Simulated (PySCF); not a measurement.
Cu₂⁺: frontier orbitals

PBE0 at R = 2.383 Å; basis Cu cc-pVDZ-PP with ECP10; scalar-relativistic core potentials; PySCF 2.14. State: ²Σg⁺ (doublet), unpaired electrons σ ↑. Only the outer orbitals are listed.

| spin | orbital | occ. | ε (eV) | main shells (%) |
| --- | --- | --- | --- | --- |
| α | σg | 1 | -12.52 | 83 s, 9 d, 8 p |
| α | σu | 0 | -7.83 | 86 s, 12 p |
| α | πu | 0 | -5.79 | 99 p |
| α | πu | 0 | -5.79 | 99 p |
| β | σg | 0 | -9.80 | 87 s, 8 d |
| β | σu | 0 | -7.34 | 82 s, 18 p |
| β | πu | 0 | -4.97 | 100 p |

Which are the highest filled and the lowest empty level, where do they sit, and how wide is the gap?

Highest filled α σg at -12.52 eV (in %: 83 s, 9 d, 8 p); lowest empty β σg at -9.80 eV (in %: 87 s, 8 d); the gap at PBE0 is 2.72 eV.

* bond order (Mayer): 0.78
* ⟨S²⟩: 0.766
* polarisability along the bond: 55.4 bohr³
* polarisability across the bond: 30.3 bohr³

With d or f electrons several states lie close, and the lowest PBE0 determinant need not be the measured ground state.
